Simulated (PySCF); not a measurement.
This PySCF input asks for the NMR shieldings of SMILES C(/[SiH2][C@H](C#N)[SiH3])=C/CF, C$_{5}$H$_{10}$FNSi$_{2}$; the geometry comes from GFN2-xTB.

```python
import basis_set_exchange as bse
import numpy as np
from pyscf import gto, dft
from pyscf.prop import nmr

atoms = """
N    -1.191302   -2.911483    0.389517
C    -1.115113   -1.779190    0.557027
C    -1.039071   -0.373005    0.734376
Si   -2.681799    0.268356    1.474880
Si   -0.573903    0.435507   -0.945397
C     1.004776   -0.364151   -1.600987
C     2.250343   -0.198076   -1.180642
C     2.703267    0.688819   -0.067706
F     1.658531    1.270563    0.608751
H    -0.239842   -0.166559    1.449259
H    -3.772792   -0.001612    0.540743
H    -2.923062   -0.414335    2.746950
H    -2.528302    1.706591    1.688267
H    -0.477244    1.882712   -0.770892
H    -1.628435    0.115803   -1.916859
H     0.861132   -1.054097   -2.422090
H     3.079748   -0.722235   -1.642286
H     3.278067    0.117457    0.672076
H     3.325198    1.508185   -0.450930
"""
names = dict.fromkeys(["N", "C", "Si", "F", "H"], "pcSseg-1")
basis = {el: gto.basis.parse(bse.get_basis(n, elements=[el], fmt="nwchem")) for el, n in names.items()}
mol = gto.M(atom=atoms, basis=basis, charge=0, verbose=0)
mf = dft.RKS(mol, xc="PBE0")
mf.grids.level = 2
mf.grids.alignment = dft.numint.BLKSIZE   # the property module wants whole blocks of grid points
mf.conv_tol = 1e-9
mf.kernel()

calc = nmr.RKS(mf)   # GIAO
C = mf.mo_coeff
Co = C[:, mf.mo_occ > 0]
resp = mf.gen_response(singlet=True, hermi=2)
def vind(x):   # induced exchange potential for any number of trial vectors
    d = np.einsum("pi,xij,qj->xpq", C, 2 * x.reshape(-1, C.shape[1], Co.shape[1]), Co, optimize=True)
    return np.einsum("xpq,pi,qj->xij", resp(d - d.transpose(0, 2, 1)), C, Co, optimize=True).ravel()
mo1, _ = nmr.rhf.solve_mo1(calc, with_cphf=vind)
sigma = calc.kernel(mo1)
for i, s in enumerate(sigma):   # ppm
    print("%2d %-2s %9.2f" % (i, mol.atom_pure_symbol(i), np.trace(s) / 3))
```

Question: What are the results?

Answer: 
```
 0 N     -24.24
 1 C      62.42
 2 C     192.46
 3 Si    415.96
 4 Si    394.14
 5 C      60.32
 6 C      32.99
 7 C      96.62
 8 F     427.52
 9 H      30.26
10 H      27.66
11 H      27.44
12 H      27.76
13 H      27.06
14 H      27.28
15 H      25.24
16 H      24.98
17 H      26.16
18 H      26.09
```

These numbers come from an equivalent density-fitted implementation of the same equations, which agrees with the script to about 0.01 ppm for H and up to a few tenths of a ppm for heavy atoms, so last digits may differ.

Question: Turn these shieldings into chemical shifts. Scale: ¹⁵N (σ = 267.73 ppm) against NH3; ¹³C (σ = 186.93 ppm), ²⁹Si (σ = 349.16 ppm), ¹H (σ = 31.72 ppm) vs TMS; ¹⁹F (σ = 170.95 ppm) vs CFCl3 (reference shieldings calculated alike).

Answer: Averaging equivalent atoms: N 0: 292.0; C 6: 153.9; C 5: 126.6; C 1: 124.5; C 7: 90.3; C 2: -5.5; Si 4: -45.0; Si 3: -66.8; F 8: -256.6; H 16: 6.73; H 15: 6.48; H 18: 5.62; H 17: 5.56; H 13: 4.66; H 14: 4.44; H 10/11/12: 4.10; H 9: 1.46 ppm. Unscaled 19F shifts against computed CFCl3 carry errors that often reach 10 to 50 ppm. Experimental scales use liquid or dissolved standards, which lie at an offset from isolated NH3 (liquid NH3: subtract about 20 ppm). Unscaled 15N shifts of sp2 nitrogen come out 20 to 40 ppm too high even then.

Size and cost of the density-fitted run: 217 basis functions, 100 s wall time on 1 thread of an Arm Neoverse N1, shared host; peak memory 1 GiB.
